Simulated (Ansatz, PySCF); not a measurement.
WSCl₄, SMILES [S]=[W]([Cl])([Cl])([Cl])[Cl], multiplicity 1. Atoms are numbered in the order given.

```xyz
6

W      0.0000     0.0000     0.1018
S      0.0000     0.0000     2.2463
Cl     0.0000    -0.0001    -2.3013
Cl    -1.9739    -1.1396    -0.0582
Cl     0.0000     2.2792    -0.0582
Cl     1.9739    -1.1396    -0.0582
```
Charge 0, spin multiplicity 1.

Coordinates come from a B3LYP-D3(BJ)/def2-SVP optimisation. The spin state was assumed, not searched. The isomer is the one that the SMILES or the coordinates give; other isomers of the formula were not compared. The def2 effective core potentials stand for the cores of W; spin–orbit coupling is left out.

Two levels are set side by side: PBE-D3(BJ)/def2-SVP (Ansatz, a quantum-chemistry and plane-wave program) and B3LYP-D3(BJ)/def2-SVP (Ansatz). Each level has its own optimised geometry; the coordinates shown are those of the second. Frequencies come from the Hessian of PySCF at each geometry. Differences are taken from unrounded values.

```csv
quantity,B3LYP-D3(BJ),PBE-D3(BJ),PBE-D3(BJ) minus B3LYP-D3(BJ)
mean bond length (Å),2.280,2.282,0.002
bond W1–S2 (Å),2.145,2.159,0.015
bond W1–Cl3 (Å),2.403,2.402,-0.002
bond W1–Cl4 (Å),2.285,2.283,-0.002
bond W1–Cl5 (Å),2.285,2.283,-0.002
bond W1–Cl6 (Å),2.285,2.283,-0.002
highest harmonic wavenumber (cm⁻¹),529,508,-21
mean harmonic wavenumber (cm⁻¹),251,245,-5
zero-point energy (kcal/mol),4.30,4.21,-0.09
```
